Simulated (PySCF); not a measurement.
## Electron correlation in Mo (molybdenum, neutral)

[Kr] 4d4 5s1 6s1, high-spin 7D determinant (an excited configuration). Computed with PySCF 2.14 in aug-cc-pVTZ-PP with ECP28MDF, with a scalar-relativistic core potential. Frozen: 4s2 4p6; 6 electrons correlated.

```json
{"level": "CCSD", "correlation energy (mhartree)": "-64.53"}
{"level": "(T)", "correlation energy (mhartree)": "-1.54"}
{"level": "CCSD(T)", "correlation energy (mhartree)": "-66.07"}
```

Diagnostics: T1 = 0.012, D1 = 0.0388, largest double amplitude 0.064.

The outer electron is Rydberg-like, and this basis confines it to a smaller radius and binds it less than a complete one would.

Cost of the coupled-cluster step: about 20 core-seconds, for 6 correlated electrons.

Iterations:

```
CC2 = 0
CCSD nocc = (np.int64(6), np.int64(0)), nmo = (84, 84)
frozen orbitals [[0, 1, 2, 3], [0, 1, 2, 3]]
max_cycle = 100
direct = 0
conv_tol = 1e-08
conv_tol_normt = 1e-06
diis_space = 8
diis_start_cycle = 0
Init t2, MP2 energy = -0.0557847445638405
Init E_corr(UCCSD) = -0.0557847445642337
cycle = 1  E_corr(UCCSD) = -0.0625521208782597  dE = -0.00676737631  norm(t1,t2) = 0.0374528
cycle = 2  E_corr(UCCSD) = -0.0637799553109514  dE = -0.00122783443  norm(t1,t2) = 0.0169388
cycle = 3  E_corr(UCCSD) = -0.0645248892364001  dE = -0.000744933925  norm(t1,t2) = 0.00915745
cycle = 4  E_corr(UCCSD) = -0.0644511978848002  dE = 7.36913516e-05  norm(t1,t2) = 0.00287694
cycle = 5  E_corr(UCCSD) = -0.0644939348424624  dE = -4.27369577e-05  norm(t1,t2) = 0.00245295
cycle = 6  E_corr(UCCSD) = -0.0645021697486923  dE = -8.23490623e-06  norm(t1,t2) = 0.00180472
cycle = 7  E_corr(UCCSD) = -0.0645209623472026  dE = -1.87925985e-05  norm(t1,t2) = 0.000880988
cycle = 8  E_corr(UCCSD) = -0.0645249102299585  dE = -3.94788276e-06  norm(t1,t2) = 0.0010029
cycle = 9  E_corr(UCCSD) = -0.064524620411196  dE = 2.89818762e-07  norm(t1,t2) = 0.000614197
cycle = 10  E_corr(UCCSD) = -0.0645260432675493  dE = -1.42285635e-06  norm(t1,t2) = 0.000297916
cycle = 11  E_corr(UCCSD) = -0.0645252740594982  dE = 7.69208051e-07  norm(t1,t2) = 0.000161471
cycle = 12  E_corr(UCCSD) = -0.0645256391921222  dE = -3.65132624e-07  norm(t1,t2) = 0.000111436
cycle = 13  E_corr(UCCSD) = -0.0645255711717721  dE = 6.80203501e-08  norm(t1,t2) = 5.08614e-05
cycle = 14  E_corr(UCCSD) = -0.0645257494799014  dE = -1.78308129e-07  norm(t1,t2) = 2.20181e-05
cycle = 15  E_corr(UCCSD) = -0.0645257740935573  dE = -2.46136558e-08  norm(t1,t2) = 8.8834e-06
cycle = 16  E_corr(UCCSD) = -0.0645257874441511  dE = -1.33505938e-08  norm(t1,t2) = 5.4084e-06
cycle = 17  E_corr(UCCSD) = -0.0645257765904551  dE = 1.08536959e-08  norm(t1,t2) = 4.50865e-06
cycle = 18  E_corr(UCCSD) = -0.0645257469128385  dE = 2.96776166e-08  norm(t1,t2) = 4.63076e-06
cycle = 19  E_corr(UCCSD) = -0.0645257298362863  dE = 1.70765522e-08  norm(t1,t2) = 3.06513e-06
cycle = 20  E_corr(UCCSD) = -0.0645257233432076  dE = 6.49307873e-09  norm(t1,t2) = 2.53554e-06
cycle = 21  E_corr(UCCSD) = -0.0645257146131019  dE = 8.73010569e-09  norm(t1,t2) = 2.26327e-06
cycle = 22  E_corr(UCCSD) = -0.06452569941896  dE = 1.51941419e-08  norm(t1,t2) = 3.74251e-06
cycle = 23  E_corr(UCCSD) = -0.0645256882933648  dE = 1.11255952e-08  norm(t1,t2) = 2.99561e-06
cycle = 24  E_corr(UCCSD) = -0.0645256857608551  dE = 2.53250969e-09  norm(t1,t2) = 1.69647e-06
cycle = 25  E_corr(UCCSD) = -0.0645256857677318  dE = -6.87669366e-12  norm(t1,t2) = 6.59281e-07
UCCSD converged
E(UCCSD) = -67.20949077455188  E_corr = -0.06452568576773177
UCCSD(T) correction = -0.00153912199114836
```
